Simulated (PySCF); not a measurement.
Calculation: B3LYP-D3(BJ)/def2-TZVP (PySCF). All species are isolated molecules in the gas phase. B3LYP has the VWN-RPA correlation part, as in Gaussian. Excitations are Tamm–Dancoff values on a coarser integration grid. The basis has no diffuse functions, so Rydberg states are missing or too high.

Reference species (SMILES): `[Ga]([CH3])([CH3])[CH3]` (neutral, multiplicity 1).

```json
{
  "S1–T1 gap (TDA)": "0.29 eV",
  "brightest of the four lowest singlets (TDA)": "6.68 eV",
  "HOMO–LUMO gap": "6.35 eV"
}
```

After one change: the S1–T1 gap (TDA) hardly moves; the brightest of the four lowest singlets (TDA) rises by 0.32 eV; the HOMO–LUMO gap goes up by 0.47 eV.

Which change was made? The new species is one of these.
A. `[CH3][Ga]([CH3])[F]`
B. `[CH3][Ga]([F])[F]`
C. `[F][Ga]([F])[F]`

A, `[CH3][Ga]([CH3])[F]`
